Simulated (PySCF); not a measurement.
SMILES [O-]C=C=CC(F)(F)F, [C4H2F3O]-, charge -1

Cartesian coordinates in Å; atom numbers follow the order of the lines, from 1:
```xyz
10

O     2.875   -0.667    1.226
C     2.157    0.048    0.514
C     0.772    0.181    0.438
C    -0.217   -0.287   -0.318
C    -1.634    0.134   -0.173
F    -2.460   -0.907    0.124
F    -1.852    1.061    0.762
F    -2.146    0.636   -1.332
H     2.644    0.854   -0.132
H    -0.116   -1.040   -1.126
```

Total charge -1.

The calculation used PySCF, quadratic response CAM-B3LYP/aug-cc-pVDZ first hyperpolarisability, Taylor convention, gas phase. Geometry: PBE0-D3(BJ)/def2-SVP.

For a gas-phase anion, states above the detachment energy (about 2.4 eV, taken as minus the energy of the highest occupied orbital) lie in the continuum and depend on the basis.

(1) Give β for the processes computed.

(2) Which lowest excitations and polarisabilities go with it?

Answers

(1) In 10⁻³⁰ esu, Taylor convention; the vector part is βᵢ = ⅓ Σⱼ (βᵢⱼⱼ + βⱼᵢⱼ + βⱼⱼᵢ):
```
                   process  λ (nm)  β vector norm  β HRS  depolarisation ratio
           static β(0;0,0)       ∞           3.63   1.76                  3.36
second harmonic β(−2ω;ω,ω)    1907           4.15   2.02                  3.32
         Pockels β(−ω;ω,0)    1907           3.79      –                     –
second harmonic β(−2ω;ω,ω)    1340           4.87   2.37                  3.27
         Pockels β(−ω;ω,0)    1340           3.97      –                     –
```

(2) S1 3.48 eV (f = 0.003); S2 3.92 eV (f = 0.025); S3 4.13 eV (f = 0.039); isotropic α 73.2 au static, 73.6 au at 1907 nm, 74.0 au at 1340 nm, 74.9 au at 953.5 nm, 76.9 au at 670 nm.
